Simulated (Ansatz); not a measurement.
Cost and result up the ladder for (HZn-mu-Cl)2 (Zn2H2Cl2) (6 atoms). Charge 0, multiplicity 1. Geometry: r2SCAN-D4/def2-SVP.

Cartesian coordinates in Å:
```
Zn -0.350 -1.393 0.748
H -0.680 -2.708 1.452
Cl 1.353 -0.707 -0.685
Zn 0.350 1.393 -0.748
H 0.679 2.708 -1.454
Cl -1.351 0.708 0.688
```

Ansatz on 4 threads of Arm Neoverse V2 on a shared host. Times are rough, and most runs start from the orbitals of an earlier one. CAM-B3LYP-D4/def2-TZVP serves as the yardstick here, not as an exact answer. Differences are given only for rows in sets of like size (and for xTB, whose basis is part of the method), since another set adds its own error. Binding counts from free atoms at the same level (Zn singlet, H doublet, Cl doublet; other spins of the atoms weren't run), without zero-point energy or a counterpoise term.

The 6-31G sets use Cartesian d functions. B3LYP takes the VWN-RPA correlation. Correlated methods freeze 28 core orbitals.

Correlated methods converge slowly with the basis.

| level | functions | wall time |
| --- | --- | --- |
| HF/STO-3G | 56 | 0.35 s |
| HF/6-31G | 88 | 0.55 s |
| PBE-D4/def2-SVP | 108 | 1 s |
| LDA (SPW92)/def2-TZVP | 182 | 1.1 s |
| B3LYP-D4/6-31G | 88 | 1.2 s |
| PBE0-D4/def2-SVP | 108 | 1.6 s |
| PBE-D4/def2-TZVP | 182 | 1.8 s |
| revPBE-D4/def2-TZVP | 182 | 1.9 s |
| BLYP-D4/def2-TZVP | 182 | 2 s |
| B3LYP-D4/def2-TZVP | 182 | 3.4 s |
| PBE0-D4/def2-TZVP | 182 | 3.5 s |
| CAM-B3LYP-D4/def2-TZVP | 182 | 3.5 s |
| r2SCAN-D4/def2-TZVP (with forces) | 182 | 5.5 s |
| CCSD(T)/def2-TZVP | 182 | 52 s |

Q: Estimate what each level gives for the binding energy per atom (eV).

A: 
| level | binding energy per atom (eV) | difference from CAM-B3LYP-D4/def2-TZVP (eV) |
| --- | --- | --- |
| HF/STO-3G | 1.86 | – |
| HF/6-31G | 1.58 | – |
| PBE-D4/def2-SVP | 2.14 | – |
| LDA (SPW92)/def2-TZVP | 2.37 | 0.33 |
| B3LYP-D4/6-31G | 2.12 | – |
| PBE0-D4/def2-SVP | 2.14 | – |
| PBE-D4/def2-TZVP | 2.03 | 0.00 |
| revPBE-D4/def2-TZVP | 1.97 | -0.07 |
| BLYP-D4/def2-TZVP | 1.91 | -0.12 |
| B3LYP-D4/def2-TZVP | 1.97 | -0.06 |
| PBE0-D4/def2-TZVP | 2.06 | 0.02 |
| CAM-B3LYP-D4/def2-TZVP | 2.04 | 0.00 |
| r2SCAN-D4/def2-TZVP (with forces) | 2.14 | 0.10 |
| CCSD(T)/def2-TZVP | 1.98 | -0.06 |
